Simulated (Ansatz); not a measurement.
Correlation energies of AsF$_{3}$GaH$_{3}$, SMILES `[F][Ga-]([F])([F])[AsH3+]` by basis set

Z-matrix (Å, degrees):
```
Ga
F 1 1.752
F 1 1.752 2 117.2
F 1 1.752 2 117.1 3 147.1
As 1 2.581 2 99.8 3 -106.3
H 5 1.502 1 118.1 2 1.1
H 5 1.502 1 118.2 2 -119.0
H 5 1.502 1 118.0 2 120.9
```

The species carries charge 0 and has multiplicity 1. Correlated methods include outer-core shells of As, Ga, which these sets cover unevenly. Scalar relativity is left out up to krypton. The geometry is a stationary point of PBE0-D4/def2-TZVP. Frozen core, restricted reference, Ansatz 0.2.0.

| basis | HF (Eh) | MP2 corr. | CCSD corr. | (T) | CCSD(T) total |
| --- | --- | --- | --- | --- | --- |
| def2-SVP | ? | -1.01831 | -1.02429 | -0.02115 | ? |
| def2-TZVPP | ? | -1.26185 | ? | -0.04018 | ? |
| def2-QZVPP | ? | -1.86377 | – | – | – |

Fill in the withheld values. (Estimate.)

Computed: def2-SVP HF (Eh): -4456.87306; def2-SVP CCSD(T) total: -4457.91850; def2-TZVPP HF (Eh): -4457.78730; def2-TZVPP CCSD corr.: -1.26628; def2-TZVPP CCSD(T) total: -4459.09376; def2-QZVPP HF (Eh): -4457.88812.
